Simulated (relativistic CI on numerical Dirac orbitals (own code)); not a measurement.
Hyperfine structure of Os XXXVII, mass number 187

Method of calculation: Dirac-Coulomb-Breit CI, separate exchange-only KLI orbitals for each configuration, model QED, unscaled Slater integrals (own radial code, finite nucleus).

CI space (outside the closed core [Ar] 3d10): 4s²4p⁶4d⁴, 4s²4p⁶4d³4f, 4s²4p⁵4d⁵, 4s4p⁶4d⁵, 4s4p⁶4d⁴4f, 4s²4p⁶4d³5s, 4s²4p⁶4d³5d, 4s²4p⁶4d³5g, 4p⁶4d⁶, 4p⁵4d⁷, 4s²4p⁶4d²5s², 4s²4p⁶4d4f5s², 4s4p⁶4d²4f5s², 4s²4p⁶4d5s²5d. Double excitations out of closed p, d and f shells are left out; levels of such configurations are missing from the list, as are those of other unlisted configurations, and high levels can miss mixing partners.

Nuclear spin I = 1/2, μ = 0.06442 μN (tables of Stone and Pyykkö). The electronic factors are computed for point nuclear moments, without core polarisation or the Bohr-Weisskopf and QED corrections.

| Level | E (eV) | A (MHz) |
| --- | --- | --- |
| 4s²4p⁶4d⁴ ⁵D1 | 16.9080 | -197.5 |
| 4s²4p⁶4d⁴ ³H5 | 41.9217 | 2100 |
| 4s²4p⁶4d⁴ ¹I6 | 43.4596 | 2226 |
| 4s²4p⁶4d⁴ ³G4 | 45.3282 | 2400 |

Levels with J = 0, under 50 % of one LS term, or S terms without an open s electron are left out. Small factors come from cancelling terms and can be off by tens of per cent or more.

At this charge energies of transitions that change n are usually good to better than 1 %, and those within a shell (Δn = 0) to a few per cent. Terms inside the open d or f shell come out 10 to 20 % too wide with unscaled integrals.

Give the hyperfine levels of 4s²4p⁶4d⁴ ³H5 relative to its centre of gravity.

With K = F(F + 1) − I(I + 1) − J(J + 1), E = AK/2: F = 9/2: -6301, F = 11/2: 5251 MHz.

LS names give the leading component of a level, which can be under half, so a name can repeat, a term be missing and a line seem to break the LS rules.
